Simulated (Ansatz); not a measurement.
Ansatz (an electronic-structure program) input (MP2/6-31G*):

Ansatz 0.2 input:
```yaml
crystal:
  periodic: [false, false, false]
  atoms:
    - {symbol: N, position_ang: [-1.08571000, 2.09126400, 0.52831800]}
    - {symbol: Si, position_ang: [-0.79973800, 0.36362500, 0.86162100]}
    - {symbol: N, position_ang: [0.46956600, -0.37993500, 0.14298000]}
    - {symbol: Si, position_ang: [1.12208500, -1.24153200, -1.08865000]}
    - {symbol: H, position_ang: [-1.27682200, 2.25898300, -0.45447400]}
    - {symbol: H, position_ang: [-0.27614400, 2.65789200, 0.76084400]}
    - {symbol: H, position_ang: [-0.69762300, 0.37843300, 2.36305900]}
    - {symbol: H, position_ang: [-2.16103300, -0.21364000, 0.55573100]}
    - {symbol: H, position_ang: [1.84751500, -0.43874000, -2.14913500]}
    - {symbol: H, position_ang: [2.17920200, -2.23853900, -0.67339800]}
    - {symbol: H, position_ang: [0.18505000, -2.09300100, -1.92330500]}
basis:
  gaussian:
    orbitals: 6-31G*
total_charge: -1
magnetization: {spin_polarized: false}
correlation: {method: mp2, electrons: outside_noble_gas}
```

Output:

```
Functional definition: HF
integrals: 0.04 GiB planned
827 factors; integrals over basis functions are off by at most 1.1e-3 eV
mean field: 0.29 GiB planned
mean field evaluation 1: about -18796.3322 eV, gradient 3.3e1 eV
mean field evaluation 2: about -18796.4067 eV, gradient 3.3e1 eV
mean field evaluation 4: about -18799.1287 eV, gradient 4.2e0 eV
mean field evaluation 8: about -18799.1872 eV, gradient 7.7e-2 eV
mean field -18799.18725632 eV, -690.8573891229 hartree, gradient 1.2e-6 eV, S^2 0.000000; 0 other end points of the search recorded, 0 dependent functions left out
12 core orbitals not correlated
reference -18799.18725632 eV, -690.8573891229 hartree; 13, 13 occupied and 57, 57 virtual orbitals, 827 factors
second order -13.47529416 eV of doubles, -0.00000000 eV of singles
Total energy: -18812.66255048 eV, -691.3525970494 hartree
```

The dipole moment of an ion depends on the origin.

The geometry given is a B3LYP-D3(BJ)/def2-TZVP minimum.
